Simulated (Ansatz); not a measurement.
Compare A (`O[SiH](F)CCl`) with its isomer B (`O[SiH](Cl)CF`).

Computed with Ansatz on PBE0-D4/def2-TZVP structures; ΔE is electronic, products minus reactants. CCSD(T)/CBS is the MP2 limit (def2-TZVPP, def2-QZVPP) plus CCSD(T) − MP2 in def2-TZVPP, frozen cores. Functionals use def2-TZVPP. B3LYP here is the variant with VWN-RPA as its local correlation; programs differ in this. Each species was taken in one conformer, which may not be the lowest.

Question: Which isomer does CCSD(T)/CBS put lower? Give the gap. (Best estimate.)

Answer: Computed: A, by 22.0 kcal/mol.

Question: Give E(B) − E(A) in kcal/mol with B2PLYP, B3LYP, PBE0-D4, PBE-D4, ωB97M-V, CCSD(T)/def2-TZVPP, MP2/def2-TZVPP. (Estimate.)

Answer: Computed: B2PLYP 20.9, B3LYP 19.7, PBE0-D4 19.2, PBE-D4 18.5, ωB97M-V 20.1, CCSD(T)/def2-TZVPP 21.5, MP2/def2-TZVPP 22.6. None reverses the order clearly.

Largest T1 diagnostic: 0.011.

In def2-TZVPP, CCSD(T) changes the Hartree–Fock value by +1.3 kcal/mol (the triples alone add +0.1 kcal/mol) and MP2 by +2.4 kcal/mol. From PBE to PBE0 (25 % exact exchange), in def2-TZVPP and without D4, E(B) − E(A) moves by +0.7 kcal/mol.
